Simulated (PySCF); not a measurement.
Energy of Sm⁺ (samarium, charge +1) between two integer charges

The 6s alpha orbital of [Xe] 4f6 6s1 is emptied in steps (occupation f), with all orbitals relaxed, ending at [Xe] 4f6. Computed with PySCF 2.14 in def2-SVP with the def2 core potential (28 electrons), with scalar relativity through the core potential. The exact energy is a straight line in f; departures are measured from the line between the end points of the same method.

```tsv
f	PBE0 (eV)	r2SCAN (eV)	LC-wPBE (eV)
1	0.000	0.000	0.000
0.75	-0.349	-0.408	0.011
0.5	-0.467	-0.529	0.009
0.25	-0.350	-0.378	0.001
0	0.000	0.000	0.000
```

| method | E(f=0) − E(f=1) (eV) | −ε at f=1 (eV) | −ε at f=0.5 (eV) |
| --- | --- | --- | --- |
| PBE0 | 11.142 | 9.288 | 11.135 |
| r2SCAN | 11.081 | 8.849 | 11.141 |
| LC-wPBE | 10.927 | 10.997 | 10.895 |

Orbital energy along the path (eV):

```
   f     PBE0   r2SCAN  LC-wPBE
   1   -9.288   -8.849  -10.997
0.75  -10.206  -10.041  -10.945
 0.5  -11.135  -11.141  -10.895
0.25  -12.091  -12.199  -10.905
   0  -12.816  -12.795  -10.938
```

Reference removal energy between the ground levels: 11.078 ± 0.02 eV (semi-empirical (NIST evaluation); NIST Atomic Spectra Database, ionization energies). The calculation has no spin-orbit coupling.
